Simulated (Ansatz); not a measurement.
`O[SiH](F)N[SiH2]F` + CH₃NH₂ → `NC[SiH](O)F` + `N[SiH2]F`  (formal exchange of groups at the Si–N bond)

Program: Ansatz. Geometries: PBE0-D4/def2-TZVP. ΔE: electronic, gas phase. CBS: MP2 limit from def2 TZ/QZ plus the TZ coupled-cluster correction, frozen cores. DFT in def2-TZVPP. B3LYP here is the variant with VWN-RPA as its local correlation; programs differ in this. HSE06 is defined as in plane-wave codes. One conformer a species, not always the lowest.

```csv
level,ΔE (kJ/mol),difference from CCSD(T)/CBS
LDA (SPW92),63.2,-19.0
PBE-D4,68.7,-13.5
revPBE-D4,69.3,-12.9
BLYP-D4,75.1,-7.1
r2SCAN-D4,78.6,-3.6
B97M-V,81.7,-0.5
B3LYP-D4,79.6,-2.6
r2SCANh-D4,79.8,-2.4
HSE06-D4,74.9,-7.3
BHLYP-D4,87.1,4.9
CAM-B3LYP-D4,79.8,-2.4
ωB97X-V,77.1,-5.1
ωB97M-V,76.8,-5.4
B2PLYP,81.1,-1.1
PBE-QIDH,80.2,-2.0
PBE,68.1,-14.1
revPBE,70.1,-12.1
BLYP,74.7,-7.5
B3LYP,78.8,-3.4
r2SCANh,79.4,-2.8
r2SCAN0,81.0,-1.2
HSE06,74.2,-8.0
BHLYP,85.3,3.1
CAM-B3LYP,79.0,-3.2
LC-ωPBE,74.1,-8.1
RPA@PBE/def2-TZVPP,82.0,-0.2
HF/def2-SVP,88.3,6.1
MP2/def2-SVP,76.2,-6.0
CCSD/def2-SVP,76.8,-5.4
CCSD(T)/def2-SVP,75.1,-7.1
HF/def2-TZVPP,96.8,14.6
MP2/def2-TZVPP,82.9,0.7
SCS-MP2/def2-TZVPP,85.3,3.1
CCSD(T)/def2-TZVPP,82.0,-0.2
HF/def2-QZVPP,98.6,16.4
MP2/def2-QZVPP,83.6,1.4
SCS-MP2/def2-QZVPP,85.9,3.7
HF/CBS(def2),98.9,16.7
MP2/CBS(def2),83.1,0.9
CCSD/CBS(def2),84.2,2.0
CCSD(T)/CBS,82.2,0
```

Largest T1 diagnostic among the species: 0.012.

At CCSD(T), def2-SVP lies −7.1 kJ/mol from the extrapolated value and def2-TZVPP −0.2 kJ/mol. In def2-TZVPP, CCSD(T) changes the Hartree–Fock value by −14.8 kJ/mol (the triples alone add −2.1 kJ/mol) and MP2 by −13.9 kJ/mol. From BLYP to BHLYP (50 % exact exchange), in def2-TZVPP and without D4, ΔE moves by +10.6 kJ/mol.

CCSD(T)/CBS has its own doubt, a few kJ/mol and more with outer-core shells, so smaller differences from it don't rank the levels.
